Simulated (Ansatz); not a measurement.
Frontier orbitals of `[CH3][Ga-]([CH3])([Cl])[SeH2+]`.

Charge 0, multiplicity 1. Correlated methods include outer-core shells of Ga, Se, which these sets cover unevenly. Scalar relativity is left out up to krypton. The geometry is a stationary point of PBE0-D4/def2-TZVP. It is one conformer, not always the lowest. Basis def2-TZVPP, Ansatz.

```tsv
functional	HOMO (eV)	LUMO (eV)
revPBE	-6.09	-1.61
```

(1) Give HOMO and LUMO (eV) with LDA (SPW92), PBE, BLYP, r2SCAN, B97M-V, PBE0, B3LYP, r2SCANh, r2SCAN0, HSE06 (plane-wave form), BHLYP, CAM-B3LYP, LC-ωPBE, ωB97X-V, ωB97M-V. (Best estimate.)

## Answers

(1) Ansatz gave: 
| functional | HOMO | LUMO |
| --- | --- | --- |
| LDA (SPW92) | -6.31 | -1.77 |
| PBE | -6.15 | -1.67 |
| BLYP | -6.00 | -1.60 |
| r2SCAN | -6.44 | -1.44 |
| B97M-V | -6.52 | -1.50 |
| PBE0 | -7.43 | -0.75 |
| B3LYP | -7.19 | -1.03 |
| r2SCANh | -6.91 | -1.11 |
| r2SCAN0 | -7.62 | -0.62 |
| HSE06 (plane-wave form) | -7.03 | -1.14 |
| BHLYP | -8.57 | 0.16 |
| CAM-B3LYP | -8.77 | 0.32 |
| LC-ωPBE | -10.15 | 1.57 |
| ωB97X-V | -9.78 | 1.38 |
| ωB97M-V | -9.64 | 1.20 |

B3LYP here is the variant with VWN-RPA as its local correlation; programs differ in this. LC-ωPBE has ω = 0.4 bohr⁻¹. Positive LUMOs are unbound and depend on the basis.
